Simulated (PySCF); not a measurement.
# How good is the calculation?

Geometry (Å), atoms numbered from 1 in this order:
```xyz
16

C     2.5334    0.4637   -0.2284
N     1.4635   -0.2921   -0.8058
C     0.1805   -0.2617   -0.3580
C    -0.2456    0.6426    0.6284
C    -1.5721    0.6187    1.0059
C    -2.4428   -0.2867    0.4144
C    -1.9185   -1.1407   -0.5424
N    -0.6505   -1.1419   -0.9257
H     2.6990    0.2231    0.8300
H     3.4521    0.2482   -0.7726
H     2.3493    1.5405   -0.3057
H     1.6689   -1.0529   -1.4290
H     0.4474    1.3394    1.0813
H    -1.9267    1.3073    1.7651
H    -3.4888   -0.3339    0.6867
H    -2.5573   -1.8723   -1.0311
```

Published estimates (parent shift plus substituent increments) and measurements: δ ¹³C C3 160.7; C7 148.5; C5 137.4; C6 112.4; C4 107.5 ppm (estimated from measurements, as parent shift plus tabulated substituent increment; solution, not stated per compound (mostly CDCl3 or CCl4); Pretsch, Buehlmann, Badertscher, Structure Determination of Organic Compounds, 4th ed. (2009)).

Rapidly exchanging positions averaged, relativity neglected, one conformer, no solvent. GIAO B97-2/pcSseg-2 shieldings; PBE0-D3(BJ)/def2-TZVP structure; PySCF 2.14.

(1) Set the calculated values beside the experiment.

(2) How far are the unscaled ¹³C shifts from the references?

## Answers

(1) 
Reference values: estimated from measurements, as parent shift plus tabulated substituent increment (solution, not stated per compound (mostly CDCl3 or CCl4); Pretsch, Buehlmann, Badertscher, Structure Determination of Organic Compounds, 4th ed. (2009)).
```csv
atoms,quantity,reference,computed,"computed, scaled"
C3,δ ¹³C,160.7,165.5,157.7
C7,δ ¹³C,148.5,157.5,150.0
C5,δ ¹³C,137.4,144.3,137.2
C6,δ ¹³C,112.4,117.0,110.9
C4,δ ¹³C,107.5,105.4,99.7
```

Computed shifts are σ(ref) − σ with the named reference compound (TMS for H and C) calculated as an isolated molecule at the same level. The measured values may be among those fitted. Expected solution values come from regression of measured δ (H and C: mostly CDCl3, vs TMS) on computed σ: ¹³C: δ = 176.90 − 0.966σ (rms 2.0 ppm, 686 shifts, 2.1 ppm with the 3 outliers that the fit left out). Occasional misses reach two or three times the rms, and more in compound classes unlike the fitted ones.

(2) Mean signed difference +4.64 ppm, mean absolute 5.48 ppm over 5 comparisons; the largest is +9.0 ppm at C7 (aromatic CH next to a ring nitrogen).
